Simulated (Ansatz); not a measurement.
Consider the ligand exchange at the Al–F bond: `[F][AlH][SH]` + CH₃OH → `C[O][AlH][SH]` + H–F.

Calculated with Ansatz (gas phase, PBE0-D4/def2-TZVP geometries, no zero-point term in ΔE). CCSD(T)/CBS adds triple-zeta CCSD(T) − MP2 to the extrapolated MP2 energy (def2 sets, frozen cores). This one scheme is used for every species. DFT in def2-TZVPP. Each species was taken in one conformer, which may not be the lowest.

(1) Is it downhill or uphill in electronic energy at CCSD(T)/CBS, and by how much? (Estimate.)

(2) What do these levels give: revPBE-D4, BLYP-D4, B2PLYP, SCS-MP2/def2-TZVPP, MP2/def2-QZVPP, SCS-MP2/def2-QZVPP? (An estimate is asked.)

Largest T1 diagnostic among the species: 0.012.

Answers

(1) The calculation gave: Uphill: ΔE = +49.3 kJ/mol.

(2) Computed: revPBE-D4 47.6, BLYP-D4 49.3, B2PLYP 52.9, SCS-MP2/def2-TZVPP 49.4, MP2/def2-QZVPP 47.4, SCS-MP2/def2-QZVPP 50.5 kJ/mol.

The D4 term adds −7.2 kJ/mol with B3LYP and −4.2 kJ/mol with PBE0; it sums over pairs of atoms, weighted by their polarisabilities, and B3LYP, whose exchange is more repulsive, gets the larger term. Leaving LDA and LC-ωPBE aside and taking each functional with its dispersion term where it has one, the values, not all of them listed here, spread over 7.1 kJ/mol, from revPBE-D4 to B97M-V. LDA lies −9.0 kJ/mol from PBE without D4.

B3LYP here is the variant with VWN-RPA as its local correlation; programs differ in this.
